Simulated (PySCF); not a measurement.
**Electron correlation in Te (tellurium, neutral)**

Starting occupation: [Kr] 4d10 5s2 5p4, 5p1/2 with m_j = -1/2, +1/2, 5p3/2 with m_j = +1/2, +3/2. Calculation: PySCF 2.14, in x2c-TZVPPall-2c; X2C-1e with screened-nucleus spin-orbit coupling, Gaussian nucleus. Frozen: [Ar] 3d10; 24 electrons correlated; the 6 highest virtual spinors left out.

MP2 pair energies summed by pair of shells (mhartree):

```tsv
pair	energy	share (%)
4d-4d	-242.77	41.5
4d-4p	-70.31	12.0
4d-5p	-67.61	11.6
4d-5s	-47.44	8.1
5p-5p	-38.63	6.6
5p-5s	-38.29	6.5
4p-4p	-27.53	4.7
4d-4s	-17.45	3.0
4p-4s	-10.37	1.8
4p-5s	-7.33	1.3
5s-5s	-7.08	1.2
4p-5p	-6.56	1.1
4s-4s	-2.13	0.4
4s-5p	-0.84	0.1
4s-5s	-0.63	0.1
```

Total MP2 correlation energy: -584.99 mhartree.

The GHF reference relaxed away from the jj start to a determinant that is no pure jj level (⟨S²⟩ = 1.90, ⟨J²⟩ = 6.03); the energies belong to that determinant.

This basis was not built for core-valence correlation, so the inner-shell part is incomplete.
